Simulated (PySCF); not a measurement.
**Dipole response of Pb⁻ (lead, charge -1)**

[Xe] 4f14 5d10 6s2 6p3, high-spin 4S determinant. All numbers are calculated (PySCF 2.14, a scalar-relativistic core potential, in def2-QZVPPD with the def2 core potential (60 electrons)). Coupled (time-dependent) response in atomic units; α is the mean over directions.

```csv
method,mean α (bohr³),C₆ (like pair),S(−4)
UHF,183.0,3156,18660
```

S(−4) is the Cauchy moment in α(ω) = α(0) + S(−4) ω² + …

α(iu) at UHF:

```
u (hartree)  α(iu) (bohr³)
          0          183.0
     0.0500          149.0
      0.100          104.4
      0.200          56.48
      0.300          35.70
      0.500          18.67
      0.750          10.89
       1.00          7.454
       1.50          4.389
       2.00          2.990
       3.00          1.679
       5.00         0.7449
```

A single London oscillator, α(iu) = α/(1 + u²/ω²), gives C₆ = (3/4) ω α². Matching the computed C₆ needs ω = 4 × 3156 / (3 × 183.0²) = 0.126 hartree.

For an ion, C₆ is the dispersion term alone; charge-induced terms of lower order in 1/R come first.

Energies and moments cover only the electrons outside the core potential. Spin-orbit coupling, which splits the p, d and f shells strongly at this Z, is absent. Spin-orbit coupling is strong in this species (close to jj coupling), so the high-spin LS determinant is a model state, not a physical level.
